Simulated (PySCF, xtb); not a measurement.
Ni(CO) (CNiO), SMILES [O+]#[C-]->[Ni], multiplicity 1.

GFN2-xTB (xtb) at its own geometry gives an orbital gap of 2.05 eV and a dipole moment of 2.84 D.

Geometry: PBE0-D3(BJ)/def2-TZVP. The multiplicity is an assumed one; other spin states were not compared.

Q: What does PBE/def2-TZVPD run with PySCF give? (The exact figures need the calculation; the answer reports its results.)

A: gap 1.42 eV (levels -4.33 and -2.91 eV), dipole 3.21 D.
